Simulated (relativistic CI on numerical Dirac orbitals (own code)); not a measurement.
## Fe²⁺: resonant inelastic scattering at the L2,3 edge

Computed with this model: Dirac-Coulomb-Breit CI, KLI orbitals optimised for each configuration, model QED (radiative potential, 1s self-energy scaled to tabulated hydrogen-like ionisation energies), valence Slater integrals scaled by 0.8, Kramers-Heisenberg scattering through one core-hole configuration in a parametric crystal field; configurations [Ar] 3d6 → [He] 2s2 2p5 3s2 3p6 3d7; 80 K; core-hole width 0.4 eV; summed over polarisations. Incident energies are the highest absorption maxima for each field (at most a few, so the weaker spin-orbit partner edge can be absent), on the computed scale of the free ion. Intensities are in per cent of the strongest line above 0.02 eV; levels within 1 cm⁻¹ are merged; final levels count from the ground level, the first row holds all elastic scattering, lines under 0.4 are left out and each table stops after 24 rows. The scale of the Slater integrals is a model choice and moves the terms in proportion.

Field parameters in Wybourne normalisation: Td as Oh with Dq negative (B⁴₀ = 21Dq, B⁴₄ = √(5/14) B⁴₀). The field is a parameter set, without covalency.

S is read from ⟨S²⟩ = S(S + 1).

Td, 10Dq = -1450 cm⁻¹:

```csv
Final level (eV),Degeneracy,Irrep,S,709.2 eV,709.8 eV,710.5 eV
0.000,1,A1,2.00,204.7,268.6,267.5
0.003,3,T1,2.00,11.3,19.7,76.3
0.007,2,E,2.00,11.0,50.2,61.1
0.013,3,T2,2.00,19.1,42.7,29.1
0.019,1,A2,2.00,4.0,10.6,4.7
0.164,3,T2,2.00,29.7,69.2,100.0
0.190,3,T1,2.00,26.5,45.6,60.3
0.196,2,E,2.00,15.7,27.7,53.9
0.225,3,T2,2.00,18.6,87.4,13.3
0.231,3,T1,2.00,18.2,74.6,28.1
0.238,1,A1,2.00,4.1,28.8,15.8
2.136,1,A1,1.00,1.7,0.1,0.2
2.145,3,T1,1.00,3.6,1.0,0.5
2.157,3,T2,1.00,3.3,1.9,0.6
2.164,2,E,1.00,3.3,1.3,0.6
2.223,3,T1,1.00,2.1,1.4,0.3
2.224,3,T2,1.00,2.2,0.9,0.3
2.297,1,A2,1.00,1.4,0.1,0.2
2.304,3,T2,1.00,6.6,0.5,0.9
2.307,2,E,1.00,4.0,0.2,0.8
2.318,3,T2,1.00,4.2,1.7,1.0
2.331,2,E,1.00,1.8,1.4,0.6
2.335,3,T1,1.00,5.4,4.0,0.6
2.373,3,T1,1.00,4.5,4.2,0.9
```

Td, 10Dq = -3250 cm⁻¹:

| Final level (eV) | Degeneracy | Irrep | S | 709.3 eV | 709.9 eV | 710.6 eV |
| --- | --- | --- | --- | --- | --- | --- |
| 0.000 | 1 | A1 | 2.00 | 206.1 | 216.4 | 148.0 |
| 0.002 | 3 | T1 | 2.00 | 10.7 | 13.9 | 32.3 |
| 0.005 | 2 | E | 2.00 | 10.0 | 35.3 | 30.0 |
| 0.008 | 3 | T2 | 2.00 | 23.4 | 32.8 | 16.6 |
| 0.011 | 1 | A2 | 2.00 | 6.0 | 8.9 | 5.4 |
| 0.376 | 3 | T2 | 2.00 | 33.6 | 54.8 | 100.0 |
| 0.403 | 3 | T1 | 2.00 | 26.3 | 48.5 | 52.3 |
| 0.405 | 2 | E | 2.00 | 15.5 | 33.6 | 48.0 |
| 0.439 | 3 | T2 | 2.00 | 20.6 | 96.6 | 12.7 |
| 0.442 | 3 | T1 | 2.00 | 16.3 | 72.8 | 22.9 |
| 0.444 | 1 | A1 | 2.00 | 2.7 | 29.8 | 13.3 |
| 2.015 | 3 | T2 | 1.00 | 3.0 | 1.8 | 1.1 |
| 2.017 | 1 | A1 | 1.00 | 3.3 | 0.4 | 0.2 |
| 2.019 | 2 | E | 1.00 | 2.8 | 1.5 | 1.1 |
| 2.021 | 3 | T1 | 1.00 | 4.9 | 1.9 | 0.9 |
| 2.238 | 3 | T2 | 1.00 | 1.8 | 0.6 | 0.4 |
| 2.239 | 3 | T1 | 1.00 | 1.9 | 0.9 | 0.3 |
| 2.345 | 3 | T2 | 1.00 | 3.7 | 0.9 | 1.2 |
| 2.345 | 2 | E | 1.00 | 3.5 | 0.7 | 0.7 |
| 2.378 | 1 | A2 | 1.00 | 1.6 | 0.4 | 0.2 |
| 2.388 | 3 | T2 | 1.00 | 8.4 | 2.2 | 1.3 |
| 2.403 | 2 | E | 0.99 | 4.0 | 2.0 | 0.8 |
| 2.416 | 3 | T1 | 1.00 | 5.8 | 3.9 | 0.5 |
| 2.438 | 3 | T1 | 1.00 | 11.3 | 6.5 | 1.4 |

Td, 10Dq = -5050 cm⁻¹:

```
Final level (eV)  Degeneracy  Irrep     S  709.4 eV  710 eV  710.8 eV
           0.000           1     A1  2.00     222.4   195.9     118.0
           0.002           3     T1  2.00      16.7    10.5      23.8
           0.004           2      E  2.00      15.8    28.9      21.5
           0.006           3     T2  2.00      28.0    25.9      13.0
           0.009           1     A2  2.00       8.6     7.6       4.3
           0.596           3     T2  2.00      37.7    50.0     100.0
           0.622           3     T1  2.00      25.7    54.8      48.5
           0.623           2      E  2.00      12.9    36.4      44.9
           0.659           3     T2  2.00      18.6    88.6      11.6
           0.661           3     T1  2.00      14.0    66.5      19.9
           0.662           1     A1  2.00       2.8    22.5      11.7
           1.841           3     T2  1.00       2.3     1.9       3.0
           1.843           2      E  1.00       2.0     2.0       1.6
           1.860           3     T1  1.00       6.3     2.7       2.4
           1.863           1     A1  1.00       4.3     0.8       0.9
           2.252           3     T2  1.00       1.3     0.7       0.5
           2.253           3     T1  1.00       1.8     0.8       0.6
           2.355           3     T2  1.00       3.8     1.5       1.9
           2.357           2      E  1.00       3.6     1.2       0.5
           2.417           1     A2  1.00       2.3     0.8       0.4
           2.426           3     T2  1.00       9.9     2.9       1.5
           2.439           3     T1  1.00      11.5     6.2       1.7
           2.444           2      E  0.99       5.5     2.5       0.9
           2.459           3     T1  1.00       6.7     3.2       0.7
```

For the first field the strongest loss at the lowest incident energy is the level at 0.16 eV (S = 2.00, against 2.00 in the thermal ground state). Levels of other spin, the first over 8 % at 2.55 eV, appear because spin-orbit coupling of the core hole, and in heavier ions of the valence shell too, mixes spins.
